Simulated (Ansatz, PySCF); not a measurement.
CH6BClO2Si, SMILES OB(O)C[SiH2]Cl. Atoms are numbered in the order given.

```xyz
12

Si     0.8914    -0.3045     0.3181
Cl     2.6625     0.4467    -0.4600
C     -0.5786     0.5157    -0.4913
B     -1.9417    -0.0693     0.0761
O     -2.8098    -0.7956    -0.6761
O     -2.2993     0.0945     1.3793
H      0.8966    -0.0269     1.7847
H      0.8826    -1.7767     0.0913
H     -0.4815     0.4056    -1.5837
H     -0.5035     1.5945    -0.2679
H     -2.5275    -0.8888    -1.5886
H     -1.6693     0.6098     1.8888
```

Geometry optimised at PBE0-D3(BJ)/def2-SVP. The structure was generated by enumeration, and PubChem lists no compound with its InChIKey, so it may never have been made. Other conformers were not sampled.

Two levels are set side by side: PBE-D3(BJ)/def2-SVP (Ansatz, a first-principles code) and PBE0-D3(BJ)/def2-SVP (Ansatz). Each level has its own optimised geometry; the coordinates shown are those of the second. Frequencies come from the Hessian of PySCF at each geometry. Differences are taken from unrounded values.

| quantity | PBE0-D3(BJ) |
|---|---|
| mean bond length (Å) | 1.396 |
| bond Si1–Cl2 (Å) | 2.075 |
| bond Si1–C3 (Å) | 1.868 |
| bond C3–B4 (Å) | 1.588 |
| bond B4–O5 (Å) | 1.359 |
| bond B4–O6 (Å) | 1.361 |
| bond Si1–H7 (Å) | 1.493 |
| bond Si1–H8 (Å) | 1.490 |
| bond C3–H9 (Å) | 1.102 |
| bond C3–H10 (Å) | 1.104 |
| bond O5–H11 (Å) | 0.960 |
| bond O6–H12 (Å) | 0.960 |
| highest harmonic wavenumber (cm⁻¹) | 3955 |
| mean harmonic wavenumber (cm⁻¹) | 1189 |
| zero-point energy (kcal/mol) | 50.99 |

Problem. What does PBE-D3(BJ) give, and how far is it from PBE0-D3(BJ)? (An estimate is asked for; the answer gives what the named calculation found.)

Solution. 
```
quantity                            PBE-D3(BJ)  PBE-D3(BJ) minus PBE0-D3(BJ)
----------------------------------  ----------  ----------------------------
mean bond length (Å)                     1.407                         0.011
bond Si1–Cl2 (Å)                         2.089                         0.014
bond Si1–C3 (Å)                          1.880                         0.012
bond C3–B4 (Å)                           1.595                         0.007
bond B4–O5 (Å)                           1.371                         0.012
bond B4–O6 (Å)                           1.374                         0.012
bond Si1–H7 (Å)                          1.505                         0.012
bond Si1–H8 (Å)                          1.501                         0.011
bond C3–H9 (Å)                           1.110                         0.008
bond C3–H10 (Å)                          1.112                         0.008
bond O5–H11 (Å)                          0.971                         0.011
bond O6–H12 (Å)                          0.972                         0.012
highest harmonic wavenumber (cm⁻¹)        3787                          -168
mean harmonic wavenumber (cm⁻¹)           1148                           -40
zero-point energy (kcal/mol)             49.25                         -1.74
```

Exact exchange shortens and stiffens bonds; PBE has none. Differences between two approximate levels are no errors against the true value.
